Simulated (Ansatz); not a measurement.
An input meant for WO2(OH)2 (WO₄H₂) (charge 0, singlet; scaled by 1.25).

```yaml
crystal:
  periodic: [false, false, false]
  atoms:
    - {symbol: W, position_ang: [0.321888, 0.078429, 0.246762]}
    - {symbol: O, position_ang: [2.705893, -0.047857, -0.235032]}
    - {symbol: O, position_ang: [2.405893, -0.097857, -0.285032]}
    - {symbol: O, position_ang: [-0.688603, 1.696479, -1.169423]}
    - {symbol: H, position_ang: [-1.297604, 2.682882, -0.795725]}
    - {symbol: O, position_ang: [-0.735124, -2.042462, 0.075213]}
    - {symbol: H, position_ang: [-0.223855, -3.053853, -0.371141]}
basis:
  gaussian: {orbitals: def2-SVP}
hamiltonian: {xc: {name: HSE06}, dispersion: d3bj}
scf: {lower_state_search: light}
```

```sh
$ ansatz run in.yaml --threads 4 --pin off --events-out ev --progress --plain --max-ram 3916MiB
```

Output, abridged:

```
Functional definition: HSE06
1035 factors; their error is unknown
78 factors; integrals over basis functions are off by at most 2.2e-6 eV
mean field evaluation 1: about -9275.0618 eV, gradient 9.3e1 eV
mean field evaluation 2: about -8720.1135 eV, gradient 3.5e2 eV
mean field evaluation 4: about -9288.4896 eV, gradient 6.3e1 eV
mean field evaluation 8: about -9297.8142 eV, gradient 2.3e0 eV
mean field evaluation 16: about -9297.9113 eV, gradient 1.3e-2 eV
a density is far from that of the atoms, so the factors are made again for it
1038 factors; integrals over basis functions are off by at most 5.3e-4 eV
78 factors; integrals over basis functions are off by at most 2.2e-6 eV
mean field -9297.91210559 eV, -341.6919675292 hartree, gradient 2.4e-5 eV, S^2 0.000000; 0 other end points of the search recorded, 0 dependent functions left out
reference -9297.91215727 eV, -341.6919694285 hartree; 24, 24 occupied and 74, 74 virtual orbitals, 1038 factors
Total energy: -9298.00343098 eV, -341.6953236756 hartree
```

In this input one atom was put on top of another. The run converged. The result belongs to that input, not to the species as meant.

In the def2 sets W takes a core potential; there is no spin–orbit coupling. HSE06 is defined as in plane-wave codes, on full-range PBE exchange.
